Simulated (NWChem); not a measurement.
Program: NWChem. System: FIn, charge 1, spin multiplicity 2, at the geometry of a parent with another charge or spin, in a state set for the comparison that need not be this species' ground state. Its SCF solution wasn't tested for a lower state. Level: UPBE/def2-TZVPD with def2 effective core potentials on In.

Part of the output:

```
             Northwest Computational Chemistry Package (NWChem) 7.3.0
             --------------------------------------------------------

                                NWChem Input Module
                                -------------------

 Scaling coordinates for geometry "geometry" by  1.889725989
 (inverse scale =  0.529177249)

 Turning off AUTOSYM since
 SYMMETRY directive was detected!

                             Geometry "geometry" -> ""
                             -------------------------

 Output coordinates in angstroms (scale by  1.889725989 to convert to a.u.)

  No.       Tag          Charge          X              Y              Z
 ---- ---------------- ---------- -------------- -------------- --------------
    1 In                  49.0000     0.00000000     0.00000000    -0.31109900
    2 F                    9.0000     0.00000000     0.00000000     1.69376000

 Effective nuclear repulsion energy (a.u.)     116.4007876907

            Nuclear Dipole moment (a.u.)
            ----------------------------
        X                 Y               Z
 ---------------- ---------------- ----------------
     0.0000000000     0.0000000000    -0.0000207870

      Symmetry information
      --------------------

 Group name             C2v
 Group number             16
 Group order               4
 No. of unique centers     2

      Symmetry unique atoms

     1    2


 Summary of "ao basis" -> "" (spherical)
 ------------------------------------------------------------------------------
       Tag                 Description            Shells   Functions and Types
 ---------------- ------------------------------  ------  ---------------------
 *                         def2-tzvpd                 on all atoms

 Summary of "ao basis" -> "ao basis" (spherical)
 ------------------------------------------------------------------------------
       Tag                 Description            Shells   Functions and Types
 ---------------- ------------------------------  ------  ---------------------
 In                        def2-tzvpd               18       56   7s5p4d2f
 F                         def2-tzvpd               14       40   6s4p3d1f

 Summary of "ao basis" -> "ao basis" (spherical)
 ------------------------------------------------------------------------------
       Tag                 Description            Shells   Functions and Types
 ---------------- ------------------------------  ------  ---------------------
 In                        def2-tzvpd               18       56   7s5p4d2f
 F                         def2-tzvpd               14       40   6s4p3d1f

      Symmetry analysis of basis
      --------------------------

        a1         42
        a2         10
        b1         22
        b2         22

            General Information
            -------------------
          SCF calculation type: DFT
          Wavefunction type:  spin polarized.
          No. of atoms     :     2
          No. of electrons :    29
           Alpha electrons :    15
            Beta electrons :    14
          Charge           :     1
          Spin multiplicity:     2
          Use of symmetry is: on ; symmetry adaption is: on
          Maximum number of iterations: 100
          AO basis - number of functions:    96
                     number of shells:    32
          Convergence on energy requested:  1.00D-06
          Convergence on density requested:  1.00D-05
          Convergence on gradient requested:  5.00D-04

              XC Information
              --------------
          PerdewBurkeErnzerhof Exchange Functional  1.000
            Perdew 1991 LDA Correlation Functional  1.000 local
           PerdewBurkeErnz. Correlation Functional  1.000 non-local

             Grid Information
             ----------------
          Grid used for XC integration:  medium
          Radial quadrature: Mura-Knowles
          Angular quadrature: Lebedev.
          Tag              B.-S. Rad. Rad. Pts. Rad. Cut. Ang. Pts.
          ---              ---------- --------- --------- ---------
          In                  1.55      123          11.0       590
          F                   0.50       49          12.0       434
[...]
    61     -0.175696  2 F  s                 65      0.164228  2 F  pz
    25      0.150001  1 In d  0              35     -0.147742  1 In d  0

                     DFT Final Beta Molecular Orbital Analysis
                     -----------------------------------------

 Vector   12  Occ=1.000000D+00  E=-6.209276D-01  Symmetry=a1
              MO Center=  3.7D-15, -2.4D-16,  9.4D-01, r^2= 1.8D+00
   Bfn.  Coefficient  Atom+Function         Bfn.  Coefficient  Atom+Function
  ----- ------------  ---------------      ----- ------------  ---------------
     5      0.656058  1 In s                  2      0.576056  1 In s
     1     -0.424600  1 In s                  3     -0.360563  1 In s
    65     -0.357644  2 F  pz                68     -0.291372  2 F  pz
     4     -0.200338  1 In s                 71     -0.141998  2 F  pz
     6      0.116533  1 In s                 16      0.104845  1 In pz

 Vector   13  Occ=1.000000D+00  E=-5.551785D-01  Symmetry=b2
              MO Center=  8.9D-17, -5.0D-16,  1.6D+00, r^2= 6.1D-01
   Bfn.  Coefficient  Atom+Function         Bfn.  Coefficient  Atom+Function
  ----- ------------  ---------------      ----- ------------  ---------------
    64      0.498855  2 F  py                67      0.398397  2 F  py
    70      0.272431  2 F  py                24     -0.084153  1 In d -1
    15      0.073380  1 In py                12     -0.061978  1 In py
    18      0.033687  1 In py                73      0.032411  2 F  py

 Vector   14  Occ=1.000000D+00  E=-5.551785D-01  Symmetry=b1
              MO Center= -1.2D-15,  4.2D-16,  1.6D+00, r^2= 6.1D-01
   Bfn.  Coefficient  Atom+Function         Bfn.  Coefficient  Atom+Function
  ----- ------------  ---------------      ----- ------------  ---------------
    63      0.498855  2 F  px                66      0.398397  2 F  px
    69      0.272431  2 F  px                26      0.084153  1 In d  1
    14      0.073380  1 In px                11     -0.061978  1 In px
    17      0.033687  1 In px                72      0.032411  2 F  px

 Vector   15  Occ=0.000000D+00  E=-4.982210D-01  Symmetry=a1
              MO Center=  1.2D-14,  1.1D-14,  2.8D-02, r^2= 2.8D+00
   Bfn.  Coefficient  Atom+Function         Bfn.  Coefficient  Atom+Function
  ----- ------------  ---------------      ----- ------------  ---------------
     5      0.704724  1 In s                  2      0.602490  1 In s
     1     -0.443909  1 In s                  3     -0.380403  1 In s
    65      0.315792  2 F  pz                 6      0.292008  1 In s
    68      0.259119  2 F  pz                 4     -0.215570  1 In s
    16     -0.194478  1 In pz                71      0.167232  2 F  pz

 Vector   16  Occ=0.000000D+00  E=-3.097785D-01  Symmetry=b2
              MO Center= -2.4D-15, -1.1D-14, -3.5D-01, r^2= 3.2D+00
   Bfn.  Coefficient  Atom+Function         Bfn.  Coefficient  Atom+Function
  ----- ------------  ---------------      ----- ------------  ---------------
    18      0.593292  1 In py                15      0.481477  1 In py
    12     -0.375522  1 In py                64     -0.113451  2 F  py
    21      0.106815  1 In py                67     -0.089916  2 F  py
    70     -0.077610  2 F  py                 9     -0.058210  1 In py
    73     -0.031129  2 F  py

 Vector   17  Occ=0.000000D+00  E=-3.097785D-01  Symmetry=b1
              MO Center= -1.2D-14,  2.4D-15, -3.5D-01, r^2= 3.2D+00
   Bfn.  Coefficient  Atom+Function         Bfn.  Coefficient  Atom+Function
  ----- ------------  ---------------      ----- ------------  ---------------
    17      0.593292  1 In px                14      0.481477  1 In px
    11     -0.375522  1 In px                63     -0.113451  2 F  px
    20      0.106815  1 In px                66     -0.089916  2 F  px
    69     -0.077610  2 F  px                 8     -0.058210  1 In px
    72     -0.031129  2 F  px

   alpha - beta orbital overlaps
   -----------------------------

   alpha      1      2      3      4      5      6      7      8      9     10
    beta      1      2      3      4      5      6      7      8      9     10
 overlap   1.000  1.000  1.000  1.000  1.000  1.000  1.000  1.000  1.000  1.000

   alpha     11     12     13     14     15     16     17     18     19     20
    beta     11     12     13     14     15     16     17     18     19     20
 overlap   1.000  0.996  1.000  1.000  0.996  0.999  0.999  0.996  0.995  0.999

   alpha     21     22     23     24     25     26     27     28     29     30
    beta     21     22     23     24     25     26     27     28     31     32
 overlap   0.999  0.940  0.940  0.942  0.942  0.990  0.990  0.995  0.999  0.999

   alpha     31     32     33     34     35     36     37     38     39     40
    beta     29     30     34     35     33     36     37     40     41     38
 overlap   0.998  0.998  0.996  0.996  0.996  0.993  0.994  0.999  0.999  0.999

   alpha     41     42     43     44     45     46     47     48     49     50
    beta     39     42     43     44     45     46     47     48     49     50
 overlap   0.999  0.998  0.999  0.999  1.000  1.000  0.998  0.999  0.999  0.997

   alpha     51     52     53     54     55     56     57     58     59     60
    beta     51     52     53     54     55     56     57     58     59     60
 overlap   0.997  0.999  0.996  0.996  0.999  0.999  0.999  0.999  1.000  1.000

   alpha     61     62     63     64     65     66     67     68     69     70
    beta     61     62     63     64     65     66     67     68     69     70
 overlap   1.000  1.000  1.000  1.000  1.000  1.000  1.000  1.000  1.000  1.000

   alpha     71     72     73     74     75     76     77     78     79     80
    beta     71     72     73     74     75     76     77     78     79     80
 overlap   1.000  1.000  1.000  1.000  1.000  1.000  1.000  1.000  1.000  1.000

   alpha     81     82     83     84     85     86     87     88     89     90
    beta     81     82     83     84     85     86     87     89     88     90
 overlap   1.000  1.000  1.000  1.000  1.000  1.000  1.000  1.000  1.000  1.000

   alpha     91     92     93     94     95     96
    beta     91     92     93     94     95     96
 overlap   1.000  1.000  1.000  1.000  1.000  1.000

     --------------------------
     Expectation value of S2:
     --------------------------
      <S2> =      0.7530 (Exact =     0.7500)

 center of mass
 --------------
 x =   0.00000000 y =   0.00000000 z =  -0.05035159

 moments of inertia (a.u.)
 ------------------
         234.007193299691           0.000000000000           0.000000000000
           0.000000000000         234.007193299691           0.000000000000
           0.000000000000           0.000000000000           0.000000000000

     Multipole analysis of the density
     ---------------------------------

     L   x y z        total         alpha         beta         nuclear
     -   - - -        -----         -----         ----         -------
     0   0 0 0      1.000000    -15.000000    -14.000000     30.000000

     1   1 0 0      0.000000      0.000000      0.000000      0.000000
     1   0 1 0     -0.000000     -0.000000     -0.000000      0.000000
     1   0 0 1     -1.427040     -8.909679     -8.978312     16.460951

     2   2 0 0    -15.760782     -8.663914     -7.096867      0.000000
     2   1 1 0     -0.000000     -0.000000      0.000000      0.000000
     2   1 0 1     -0.000000     -0.000000     -0.000000      0.000000
     2   0 2 0    -15.760782     -8.663914     -7.096867      0.000000
     2   0 1 1      0.000000      0.000000      0.000000      0.000000
     2   0 0 2    -17.788944    -62.227079    -55.022580     99.460715

 Task  times  cpu:        6.2s     wall:        6.2s

 Total times  cpu:        6.2s     wall:        6.2s
```

### Question
Write an NWChem input that would produce this output.

### Answer
This is not unique; one that fits is 
```
start mol
memory heap 200 mb stack 900 mb global 1100 mb
charge 1
geometry units angstroms nocenter noautoz
  In     0.000000     0.000000    -0.311099
  F      0.000000     0.000000     1.693760
  symmetry group C2v
end
basis spherical
  * library def2-tzvpd
end
ecp
  In library def2-ecp
end
dft
  xc xpbe96 cpbe96
  odft
  mult 2
  semidirect memsize 60000000 filesize 0
  iterations 100
end
task dft energy
```
